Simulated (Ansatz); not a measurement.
The cluster MgB₆, relaxed as a singlet with RKS PBE0-D4/def2-SVP in Ansatz, starting from the GFN1-xTB geometry. Force threshold 0.02 eV/Å.

The restricted singlet is unstable towards broken spin symmetry in Hartree–Fock (as tested in another run); at PBE0-D4/def2-SVP this wasn't settled. The structure comes from a short search, and lower isomers may exist.

Start:

```xyz
7

Mg   -0.5468    3.2182   -0.1128
B    -0.2941   -1.4224   -0.8958
B    -0.6256    1.1205    0.4132
B     0.7618    0.3958    0.5940
B     0.2081   -2.2909    0.2689
B    -0.6744    0.0963   -0.7849
B     1.1709   -1.1175    0.5173
```

| step | energy (eV) | largest force component (eV/Å) | SCF passes |
| --- | --- | --- | --- |
| 1 | -9479.8871 | 1.414 | 21 |
| 2 | -9480.4098 | 0.932 | 29 |
| 3 | -9480.6144 | 0.552 | 30 |
| 4 | -9480.6635 | 0.616 | 30 |
| 5 | -9480.6927 | 0.329 | 32 |
| 6 | -9480.7288 | 0.239 | 32 |
| 7 | -9480.7536 | 0.201 | 32 |
| 8 (rejected) | -9480.7112 | 0.715 | 30 |
| 9 | -9480.7600 | 0.120 | 32 |
| 10 | -9480.7609 | 0.064 | 33 |
| 11 | -9480.7641 | 0.153 | 33 |
| 12 | -9480.7667 | 0.092 | 33 |
| 13 | -9480.7744 | 0.423 | 32 |
| 14 (rejected) | -9480.7203 | 1.590 | 36 |
| 15 | -9480.8114 | 0.636 | 31 |
| 16 | -9480.8346 | 0.583 | 32 |
| 17 | -9480.8529 | 0.346 | 32 |
| 18 | -9480.8599 | 0.118 | 32 |
| 19 | -9480.8613 | 0.100 | 32 |
| 20 | -9480.8617 | 0.211 | 33 |
| 21 | -9480.8633 | 0.033 | 32 |
| 22 | -9480.8639 | 0.024 | 32 |
| 23 | -9480.8645 | 0.043 | 31 |
| 24 | -9480.8647 | 0.029 | 31 |
| 25 | -9480.8647 | 0.014 | 34 |

Force components are those of the run's own axes.

End:

```xyz
7

Mg   -0.342    2.962   -0.683
B    -0.200   -1.337   -1.018
B    -0.698    1.380    0.677
B     0.470    0.442    1.044
B     0.581   -2.404   -0.260
B    -0.567    0.033   -0.283
B     0.754   -1.076    0.523
```

Bonds formed: B6–B7 (atoms count from 1).

No frequencies were taken in this run, so the end may be a saddle point.

Hardware: 4 threads of Intel Xeon on a shared host. Wall time 46 s.
